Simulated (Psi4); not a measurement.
Dimer: C2H3N (SMILES CC#N) (first 6 atoms) with CH5N (SMILES CN); geometry from B3LYP-D3(BJ)/def2-TZVP, rigid monomers moved along the line of their centres of mass till H5···N8 is 2.30 Å.
(charge 0, multiplicity 1):
```json
[
 {"atom": "C", "x (Å)": "0.1925", "y (Å)": "1.3018", "z (Å)": "0.1628"},
 {"atom": "C", "x (Å)": "-0.6366", "y (Å)": "0.1087", "z (Å)": "0.1424"},
 {"atom": "N", "x (Å)": "-1.2926", "y (Å)": "-0.8356", "z (Å)": "0.1621"},
 {"atom": "H", "x (Å)": "-0.2892", "y (Å)": "2.1057", "z (Å)": "-0.3942"},
 {"atom": "H", "x (Å)": "0.3242", "y (Å)": "1.6020", "z (Å)": "1.2047"},
 {"atom": "H", "x (Å)": "1.1636", "y (Å)": "1.0938", "z (Å)": "-0.2870"},
 {"atom": "C", "x (Å)": "0.5983", "y (Å)": "-0.5315", "z (Å)": "3.2935"},
 {"atom": "N", "x (Å)": "-0.4098", "y (Å)": "0.5110", "z (Å)": "3.0878"},
 {"atom": "H", "x (Å)": "1.5211", "y (Å)": "-0.0765", "z (Å)": "3.6574"},
 {"atom": "H", "x (Å)": "0.8172", "y (Å)": "-1.0080", "z (Å)": "2.3374"},
 {"atom": "H", "x (Å)": "0.3064", "y (Å)": "-1.3193", "z (Å)": "3.9991"},
 {"atom": "H", "x (Å)": "-0.6553", "y (Å)": "0.9503", "z (Å)": "3.9669"},
 {"atom": "H", "x (Å)": "-1.2583", "y (Å)": "0.1039", "z (Å)": "2.7109"}
]
```

The numbers are results of SAPT0/jun-cc-pV(D+d)Z (Psi4), not measurements.

Problem. Give the four SAPT terms and the total, and say what mostly holds the pair together.

Solution. electrostatics -38.9, exchange 48.3, induction -8.4, dispersion -15.8, total -14.7 kJ/mol; the largest attraction is electrostatics.
